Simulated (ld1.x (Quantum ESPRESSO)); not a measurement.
# What one change does to a pseudopotential (Bi (Z = 83), TM)

| Item | Value |
| --- | --- |
| Element | bismuth |
| Generator | ld1.x (Quantum ESPRESSO) 7.5 |
| Type | norm-conserving Troullier–Martins (Kleinman–Bylander form) |
| Functional | LDA (PZ) |
| Relativity | fully relativistic |
| Frozen core | [Xe] 4f14 |
| Valence charge | 15 |
| Reference configuration | 5d10 6s2 6p3 |
| Partial waves | 6p (bound): rc 1.85 bohr; 5d (bound): rc 1.80 bohr; 6s (bound): rc 1.70 bohr |
| Local potential | the s channel |
| Core correction | a·sin(br)/r model core inside 1.60 bohr |

Open shells are filled in proportion to 2j + 1 (rel_dist='average').

Change: all radii but the core radius scaled by about 1.22 (s 2.06, p 2.26, d 2.20 bohr).

Cutoffs: the cutoffs (Ry, on a coarse ladder) from which the occupation-weighted sum of valence levels, in a spherical-Bessel basis at the reference potential, stays within 10 and 1 mRy of its value at 400 Ry; they do not see the model core or the augmentation charge, which bear on the density cutoff. Errors are all-electron minus pseudo energies relative to the spin-unpolarised reference configuration.

What does the change do?

The potential gets softer (60 Ry and 100 Ry → 50 Ry and 80 Ry); of the 7 tests that both files solve, the error grows in 4 and shrinks in 2 by more than 15 % and 0.3 meV (median size 1.8 → 3.0 meV); neither file shows a bound ghost. A larger radius leaves more room for a smooth pseudo-wave, so fewer plane waves are needed.

```csv
quantity,base,changed
"cutoff, loose",60 Ry,50 Ry
"cutoff, tight",100 Ry,80 Ry
loose cutoff by channel (10 mRy a level),"p 30 Ry, d 50 Ry, s 25 Ry","p 12 Ry, d 45 Ry, s 21 Ry"
bound ghosts,none,none
"error for 5d10 6s2 6p2, meV [ΔE 8.31 eV]",+1.8,+1.4
"error for 5d10 6s2 6p1, meV [ΔE 24.05 eV]",+5.5,+2.9
"error for 5d10 6s2 6p0, meV [ΔE 47.99 eV]",+2.1,-3.4
"error for 5d9 6s2 6p3, meV [ΔE 33.31 eV]",-71,-100
"error for 5d10 6s0 6p5, meV [ΔE 20.23 eV]",+0.1,-12
"error for 5d10 6s1 6p4, meV [ΔE 9.94 eV]",-0.3,-3.0
"error for 5d10 6s2 6p3.3, meV [ΔE -1.20 eV]",+0.1,+0.2
```
